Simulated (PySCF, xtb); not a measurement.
C₃H₄ClFSi, SMILES C#C[Si@H](Cl)CF.

xtb 6.7.1 with GFN2-xTB at its own geometry gives an orbital gap of 4.85 eV and a dipole moment of 1.07 D.

The structure is a stationary point at PBE-D3(BJ)/def2-SVP. The structure was generated by enumeration; whether it is a known compound was not checked. The values are those of a single conformer.

Q: What does PySCF with M06-2X/def2-TZVP give? (An estimate is asked for; the answer gives what the named calculation found.)

A: gap 9.53 eV (levels -9.65 and -0.12 eV), dipole 0.73 D.
